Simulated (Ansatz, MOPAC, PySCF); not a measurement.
Pair of molecules: BH3O (SMILES BO) (first 5 atoms) with BH3O (SMILES BO); geometry from B3LYP-D3(BJ)/def2-TZVP.
(charge 0, multiplicity 1):
| atom | x (Å) | y (Å) | z (Å) |
|---|---|---|---|
| B | -0.7825 | 0.0336 | -0.5596 |
| O | -0.0546 | 0.1073 | 0.5840 |
| H | -1.9254 | -0.2731 | -0.4420 |
| H | -0.2691 | 0.2711 | -1.6105 |
| H | 0.8693 | 0.3572 | 0.4669 |
| B | 0.8652 | -0.0103 | 3.8609 |
| O | -0.3659 | -0.2658 | 3.3886 |
| H | 1.0431 | -0.0901 | 5.0383 |
| H | 1.7561 | 0.2898 | 3.1098 |
| H | -0.4293 | -0.1800 | 2.4224 |

Counterpoise-corrected where a basis set is named; no monomer relaxation. Rows marked so take none.

Rows in STO-3G carry no dispersion term and start afresh at each structure. The state reached by PM7 isn't checked; PM7 holds dispersion and hydrogen-bond terms.

The values were computed with Ansatz (a quantum-chemistry and plane-wave program) with Gaussian orbitals; MOPAC for PM7 (differences of heats of formation); PySCF for STO-3G rows. 

Q: What interaction energy does CAM-B3LYP/def2-TZVPPD give?

A: -5.4 kcal/mol

Q: Estimate the interaction energy that HF/STO-3G (no counterpoise) returns for this input.

A: -6.2 kcal/mol

Q: What is the computed interaction energy (PM7)?

A: -4.2 kcal/mol
